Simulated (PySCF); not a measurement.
# Structure revision by computed shifts

A compound C5H10O2Si gives the data below (simulated from a calculation) and was assigned the structure `O=C[C@H]1COCC[SiH2]1`.

¹³C{¹H} NMR (computed): δ 149.0 (CH), 114.4 (CH2), 57.9 (CH), 29.1 (CH2), 20.4 (CH2).

¹H NMR (500 MHz, computed): δ 5.87 (m, 1H), 5.01 (m, 1H), 4.87 (m, 1H), 3.26 (m, 1H), 2.41 (br s, 1H), 2.01 (m, 1H), 1.96 (m, 1H), 1.87 (br s, 1H), 1.71 (m, 1H), 1.12 (m, 1H).

No solvent model, non-relativistic Hamiltonian, single conformer. PBE0/pcSseg-1 with gauge-including orbitals; GFN2-xTB geometry; PySCF.

Referencing at the same level of theory: TMS for ¹H (31.72 ppm) and ¹³C (186.93 ppm).

**Question.** Compare with the shifts computed for the proposed structure, pairing carbons in order of shift.

**Answer.** Atoms are numbered as in `[O:1]=[CH:2][C@H:3]1[CH2:4][O:5][CH2:6][CH2:7][SiH2:8]1` (H(Xn): hydrogen on atom n).

```
atom  computed for proposal  given list  difference
  C2                  209.5       149.0       +60.5
  C6                   71.8       114.4       -42.6
  C4                   70.7        57.9       +12.8
  C3                   42.0        29.1       +12.9
  C7                   10.9        20.4        -9.5
```

The rms difference is 34.3 ppm and the largest +60.5 ppm at C2 (aldehyde carbonyl carbon). The carbon types in order of shift don't match either: CH, CH2, CH2, CH, CH2 for the proposal against CH, CH2, CH, CH2, CH2 in the data. The proposal doesn't fit.

**Question.** Which isomer fits?

**Answer.** SMILES O[Si]1(O)[C@H](C=C)CC1.

1. Carbon types of the structure: 2 × CH, 3 × CH2, leaving 2 H on heteroatoms.
2. δC 149.0: alkene CH; the olefinic region.
3. δC 114.4: terminal =CH2 carbon; as expected for a trigonal carbon in a double bond.
4. δC 20.4: sp3 CH2 in a ring; saturated and bonded to C and H only.
5. δH 5.87: hydrogen on an alkene CH; a vinylic proton, deshielded by the sp2 carbon and the C=C anisotropy.

Other isomers checked: C=CCCC(=O)O[SiH3] (rms 36.6 ppm); C=CO[SiH2]CC(C)=O (rms 36.7 ppm).

The shifts were computed for this structure.

OH and NH positions are those of a molecule without intermolecular hydrogen bonds; in solution they move with solvent, concentration and temperature, and exchange usually removes their couplings. Shifts are as computed. Against solution values, carbons near 30 ppm lie about +3 ppm off and those near 130 ppm about +5 ppm. Of 1211 compounds with measured shifts, 218 miss one by over three times the rms of a fit or turn the order of signals round; such compounds aren't used in these exercises. No couplings were computed; multiplicities are counted from neighbouring protons, with m where these are inequivalent, close in shift, in a saturated or five-membered ring or joined by F or P, and br s for small geminal =CH2 splittings.
